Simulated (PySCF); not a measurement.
# Correlation energy of Al+ (aluminium, charge +1)

[Ne] 3s2, closed-shell 1S. All numbers are calculated (PySCF 2.14, the spin-free X2C one-electron Hamiltonian (Gaussian nucleus), in cc-pVDZ-DK (4s3p1d, 18 functions)). Frozen: [Ne]; 2 electrons correlated.

Total MP2 correlation energy: -24.97 mhartree.

Same-spin part 0.00 and opposite-spin part -24.97 mhartree; SCS-MP2 scales them by 1/3 and 6/5 to -29.97 mhartree.

With two correlated electrons CCSD is exact within the correlated space (frozen core and kept virtual orbitals).

```csv
level,correlation energy (mhartree)
CCSD,-38.40
```

Diagnostics: T1 = 0.0075, D1 = 0.0105, largest double amplitude 0.114.

Is a single reference adequate?

Mostly. T1 lies below 0.03, but a double amplitude of this size points to a near-degeneracy that CCSD handles and MP2 describes poorly.
